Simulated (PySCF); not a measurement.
Br2H2O2Si, SMILES O[Si](O)(Br)Br.

Geometry optimised at B3LYP-D3(BJ)/def2-SVP. The values are those of a single conformer.

Two levels are set side by side: TDA-PBE/def2-SVPD (PySCF) and TDA-ωB97X/def2-SVPD (PySCF). Vertical, same geometry. The lowest singlet is HOMO→LUMO 97 % with PBE and HOMO→LUMO 66 %, HOMO→LUMO+1 18 % with the other functional; states are paired by order. Differences are taken from unrounded values.

```tsv
quantity	TDA-ωB97X
lowest singlet excitation (eV)	7.08
lowest triplet excitation (TDA) (eV)	6.51
```

### Question
What does TDA-PBE give, and how far is it from TDA-ωB97X? (Estimate from the structure and the level; the computed values follow.)

### Answer

```json
[
 {"quantity": "lowest singlet excitation (eV)", "TDA-PBE": "5.87", "TDA-PBE minus TDA-ωB97X": "-1.21"},
 {"quantity": "lowest triplet excitation (TDA) (eV)", "TDA-PBE": "5.56", "TDA-PBE minus TDA-ωB97X": "-0.96"}
]
```

Functionals without exact exchange tend to place singlet excitations lower, as here. Differences between two approximate levels are no errors against the true value.

Rough cost on one machine, each run with all the roots and properties that it gave: TDA-ωB97X against TDA-PBE about 6 times.
